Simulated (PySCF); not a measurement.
C5H8NP.
InChI=1S/C5H8NP/c1-6-7-4-2-3-5-7/h2-6H,1H3

Theory: TDDFT CAM-B3LYP/def2-SVPD, vertical, gas phase, core orbitals frozen in the response (PySCF). Isolated species at its GFN2-xTB geometry (one conformer only). Torsions of this conformer, `[CH3:1][NH:2][p:3]1[cH:4][cH:5][cH:6][cH:7]1`: C1–N2–P3–C4 -174°.

Each state is given a Gaussian of 0.5 eV full width at half maximum, with ε(max) = 2.175×10⁸ f / Δν̃ (Δν̃ the width in cm⁻¹). The cross-section is σ = 3.8235×10⁻²¹ ε cm², given in Mb (10⁻¹⁸ cm²). The width is an assumption, not a result. The curve ends short of the highest state used, and states not computed would add to its high-energy end.

```
E (eV)  σ (Mb)
  3.29    0.01
  3.36    0.02
  3.43    0.05
  3.51    0.13
  3.58    0.27
  3.65    0.52
  3.73    0.97
  3.80    1.49
  3.87    2.05
  3.95    2.62
  4.02    2.95
  4.09    3.16
  4.17    3.48
  4.24    4.14
  4.31    5.49
  4.39    8.01
  4.46   10.82
  4.53   13.62
  4.61   15.98
  4.68   16.82
  4.75   16.57
  4.83   15.54
  4.90   14.60
  4.97   13.91
  5.05   13.23
  5.12   12.30
  5.19   10.79
  5.27    8.40
  5.34    6.10
  5.41    4.00
  5.49    2.17
  5.56    1.13
  5.63    0.53
  5.71    0.20
  5.78    0.08
  5.85    0.05
  5.93    0.09
  6.00    0.19
  6.07    0.37
  6.15    0.72
  6.22    1.18
  6.29    1.78
  6.37    2.61
  6.44    3.45
```

(1) Locate the maxima and give the states behind the curve.

(2) On this curve, what absorbance would a 10⁻⁴ mol/L sample give at 365 nm over a 1 cm path?

(3) Does any computed singlet lie in the visible range?

(4) Coming from long wavelengths, where does ε first pass 100 L mol⁻¹ cm⁻¹?

Results:

(1) 264 nm (4.70 eV), ε about 4400, made up of S2 (90%) (ε in L mol⁻¹ cm⁻¹; maxima over ε = 5, shares over 10%). At its high-energy end, 6.44 eV, the curve is still rising (ε about 900, from S5, S6 and S7). The states used: S1 4.04 eV (f 0.013); S2 4.65 eV (f 0.075); S3 5.11 eV (f 0.053); S4 6.40 eV (f 0.0007); S5 6.47 eV (f 0.0089); S6 6.70 eV (f 0.0093); S7 6.82 eV (f 0.0095); S8 7.04 eV (f 0.059).

(2) 365 nm is 3.397 eV, where ε is about 7.6 L mol⁻¹ cm⁻¹, so A = ε c l ≈ 0.00076 (Beer–Lambert, with the gas-phase spectrum and the assumed width).

(3) No computed singlet lies in the visible range (380 to 750 nm); the lowest, at 307 nm, stands 0.77 eV above its violet end (3.26 eV); a Tamm–Dancoff triplet lies at 457 nm, without intensity as long as spin–orbit coupling is left out.

(4) At about 343 nm (3.62 eV), 0.42 eV below S1.

Time: 41 s of wall time (with the writing of density and orbital grids); peak memory 0.94 GiB. Hardware: AMD EPYC 7R43, one thread, shared host with 256 logical CPUs at a one-minute load of 87.
